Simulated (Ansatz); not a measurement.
Gas-phase electronic energies from Ansatz, PBE0-D4/def2-TZVP geometries. CBS: MP2 limit from def2 TZ/QZ plus the TZ coupled-cluster correction, frozen cores. This one scheme is used for every species. Functionals use def2-TZVPP. B3LYP here is the variant with VWN-RPA as its local correlation; programs differ in this. HSE06 is defined as in plane-wave codes. Each species was taken in one conformer, which may not be the lowest.

`[OH][Al]([Cl])[O][SiH3]` + H–F → `[OH][Al]([F])[O][SiH3]` + HCl  (ligand exchange at the Al–Cl bond)

| level | ΔE (kJ/mol) | difference from CCSD(T)/CBS |
| --- | --- | --- |
| r2SCAN-D4 | -20.0 | -1.5 |
| B3LYP-D4 | -22.5 | -4.0 |
| HSE06-D4 | -13.2 | 5.3 |
| ωB97X-V | -20.3 | -1.8 |
| revPBE | -19.7 | -1.2 |
| BLYP | -30.7 | -12.2 |
| CAM-B3LYP | -28.7 | -10.2 |
| CCSD/def2-SVP | -26.5 | -8.0 |
| MP2/def2-QZVPP | -17.7 | 0.8 |
| MP2/CBS(def2) | -15.6 | 2.9 |
| CCSD(T)/CBS | -18.5 | 0 |

Largest T1 diagnostic among the species: 0.012.

From PBE to PBE0 (25 % exact exchange), in def2-TZVPP and without D4, ΔE moves by +3.2 kJ/mol. At CCSD(T), def2-SVP lies −7.2 kJ/mol from the extrapolated value and def2-TZVPP −2.9 kJ/mol. Leaving LDA and LC-ωPBE aside and taking each functional with its dispersion term where it has one, the values, not all of them listed here, spread over 12.6 kJ/mol, from CAM-B3LYP-D4 to HSE06-D4.
